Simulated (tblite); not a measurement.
Problem. Write Cartesian coordinates for InChI=1S/C8H11NSi/c1-2-3-4-10-6-8(5-9)7-10/h1,8,10H,3-4,6-7H2/t8-,10- as optimised with GFN2-xTB.

Solution. 
```xyz
21
C8H11NSi angstrom
C      2.5806    1.6412   -1.4319
C      2.5074    0.4627   -1.2383
C      2.4199   -0.9574   -0.9705
C      1.3994   -1.2548    0.1319
Si    -0.3493   -0.6827   -0.3406
C     -1.6875   -0.8242    1.0221
C     -1.9653    0.6976    0.9399
C     -3.2550    0.9593    0.3704
N     -4.2787    1.1541   -0.1031
C     -0.8299    1.1401   -0.0183
H      2.6473    2.6715   -1.6167
H      3.4102   -1.3198   -0.6755
H      2.1321   -1.4727   -1.8910
H      1.3967   -2.3290    0.3202
H      1.7243   -0.7720    1.0551
H     -0.7575   -1.2087   -1.6480
H     -2.5637   -1.4248    0.7909
H     -1.3430   -1.1170    2.0111
H     -1.9176    1.1938    1.9131
H     -1.1941    1.7092   -0.8702
H     -0.0853    1.7505    0.4875
```

Any rigid rotation of these coordinates is as good. Atoms count from 1 in this order. Si5 (SiH silicon) has angles from 77.0° to 118.5°. Of the pairs four or more bonds apart, C1···Si5 is among the closest relative to their van der Waals radii: 3.90 Å, 103 % of the sum of Bondi's values. The C–C distances run from 1.197 Å (C1≡C2, drawn triple) to 1.550 Å (C7–C10, drawn single), a spread of 0.353 Å. The 4-membered ring Si5–C6–C7–C10 has internal angles of 77.0° to 100.5°; it is slightly puckered (a soft mode that the optimisation may not have finished), 0.05 Å rms from its mean plane, widest ring torsion 7°.

Bonds between heavy atoms (Å): C1≡C2 1.197, C2–C3 1.448, C3–C4 1.531, C4–Si5 1.900, Si5–C6 1.915, C6–C7 1.549, C7–C8 1.434, C8≡N9 1.145, C7–C10 1.550, Si5–C10 1.912.

Computed geometry: GFN2-xTB, gas phase.

Point group: C1 (no symmetry element, even within 0.4 Å). Its GFN2-xTB frequencies are all real (lowest 21 cm⁻¹). The numbers are those of one conformer (C2–C3–C4–Si5 61°, C3–C4–Si5–C6 -174°).

The run took 5.0 s wall, 4.2 s CPU on one thread of an Intel Xeon at 2.50 GHz, shared host with 64 logical CPUs at a one-minute load of 63. These figures are those of the optimisation.
